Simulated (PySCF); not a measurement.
An unknown shows these calculated signals:

1H NMR (400 MHz, computed): δ 7.36 (m, 1H), 7.31 (d, 1H), 6.99 (m, 1H), 6.79 (d, 1H), 3.50 (br s, 2H), 2.43 (sept, 1H), 1.30 (d, 6H).

13C{1H} NMR (computed): δ 149.0 (C), 134.3 (C), 132.5 (CH), 129.8 (CH), 122.9 (CH), 118.4 (CH), 32.7 (CH), 23.3 (CH3).

One conformer, non-relativistic Hamiltonian, fast rotation and ring inversion assumed for equivalent nuclei, in vacuum. σ from GIAO-PBE0/pcSseg-1; GFN2-xTB geometry; PySCF 2.14.

Scale: 1H (σref 31.72) and 13C (σref 186.93) vs TMS (reference shieldings calculated alike).

Q: Which of these does the molecule contain: an NH or NH2 group, a (CH3)2CH unit, a methoxy group, a benzene ring, a vinyl group CH=CH2, an OH group?

A: 
- An NH or NH2 group: yes (δH 3.50 (br s)).
- A (CH3)2CH unit: yes (δC 23.3, 32.7; δH 1.30 (d), 2.43 (sept)).
- A methoxy group: no.
- A benzene ring: yes.
- A vinyl group CH=CH2: no.
- An OH group: no.

The data belong to SMILES CC(C)c1ccccc1N, C9H13N; they needn't prove each group on their own.

Carbon signals by region: 6 in the sp2 and nitrile region (100–160 ppm), 2 below 50 ppm.

OH/NH shifts are gas-phase values; hydrogen bonding in solution moves them, usually downfield. Shifts are as computed. Against solution values, carbons near 30 ppm lie about +3 ppm off and those near 130 ppm about +5 ppm. Of 1211 compounds with measured shifts, 218 miss one by over three times the rms of a fit or turn the order of signals round; such compounds aren't used in these exercises. No couplings were computed; multiplicities are counted from neighbouring protons, with m where these are inequivalent, close in shift, in a saturated or five-membered ring or joined by F or P, and br s for small geminal =CH2 splittings.
